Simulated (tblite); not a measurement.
Compound: C₂H₇F₃NSi₂ (doublet state).
Geometry (GFN2-xTB, Å), atoms numbered from 1 in this order:
```xyz
15
C2H7F3NSi2 angstrom
F     -2.5209    1.0382   -0.2517
C     -1.8500   -0.0049   -0.7613
F     -1.1037    0.4759   -1.7683
F     -2.7627   -0.8162   -1.3196
C     -1.0078   -0.7224    0.2963
N     -0.1736    0.1611    1.0403
Si     1.2216    0.9485    0.3496
Si     2.4461   -0.7345   -0.5665
H     -1.7086   -1.2555    0.9493
H     -0.3885   -1.4538   -0.2325
H     -0.7095    0.7186    1.6881
H      0.8176    2.1004   -0.4834
H      1.8492    1.5127    1.5515
H      3.8829   -0.5182   -0.7499
H      2.0032   -1.4419   -1.7751
```

Computed with GFN2-xTB (tblite): harmonic, unscaled wavenumbers at the GFN2-xTB geometry, gas phase. Errors from tens to a few hundred cm⁻¹ against measured bands are possible. Modes of hydrogen on silicon can be 10 to 20 % off. One conformer, not necessarily the lowest. Open shells enter through the occupations alone, without spin polarisation, and single modes of such species can be off by tens of per cent.

Harmonic wavenumbers (cm⁻¹): 26.0, 38.8, 94.0, 114.8, 127.9, 214.0, 265.8, 347.0, 365.2, 392.9, 405.6, 447.6, 470.9, 485.6, 511.0, 548.8, 588.4, 625.8, 698.6, 773.4, 795.7, 810.8, 840.3, 931.2, 1066.1, 1075.5, 1168.1, 1174.1, 1196.5, 1297.2, 1377.5, 1440.9, 2092.7, 2186.0, 2203.1, 2235.5, 2933.6, 2956.0, 3450.6.

A = 2522, B = 785.0, C = 712.4 MHz; mass 158.007 u (most abundant isotopes); point group C1, symmetry number 1; spin multiplicity 2.

Q: Zero-point energy?

A: Half the sum of the wavenumbers: 19387 cm⁻¹ = 231.92 kJ/mol.

Q: What is S at 400 K and 1 bar for an ideal gas of classical rigid rotors and harmonic oscillators?

A: Translation 178.10, rotation 128.40, vibration 191.73, spin (R ln 2) 5.76: S = 504.0 J/(mol K).

Q: And Cp and H(400 K) − H(0)?

A: Cp = 205.47 J/(mol K), of which vibrations give 172.21 (their classical limit is 39 R = 324.3); H(400 K) − H(0) = 51.00 kJ/mol without the zero-point energy, 37.70 from vibrations.

Q: Which modes carry the vibrational entropy at 400 K?

A: 26.0 cm⁻¹: 28.02; 38.8 cm⁻¹: 24.69; 94.0 cm⁻¹: 17.37; 114.8 cm⁻¹: 15.73; 127.9 cm⁻¹: 14.84; 214.0 cm⁻¹: 10.69 J/(mol K); the other 33 give 80.39 together.

Q: How do the functions run with temperature in this model?

A: 
| T (K) | S (J/(mol K)) | Cp (J/(mol K)) | H − H(0) (kJ/mol) | G − H(0) (kJ/mol) | ln q(vib) |
| --- | --- | --- | --- | --- | --- |
| 150 | 353.8 | 107.4 | 10.70 | -42.37 | 4.34 |
| 250 | 419.8 | 153.6 | 23.82 | -81.13 | 7.35 |
| 298.15 | 448.5 | 172.5 | 31.68 | -102.04 | 8.78 |
| 600 | 596.4 | 249.6 | 96.87 | -260.96 | 17.13 |
| 900 | 705.6 | 288.1 | 178.09 | -456.98 | 24.27 |

q(vib) and H(0) count from the zero-point level.

Hindered rotation and anharmonicity are outside this model. Other conformers, if any are populated, would add a mixing term that is left out. The structure is chiral; the term R ln 2 for an equal mix with its mirror image is left out.
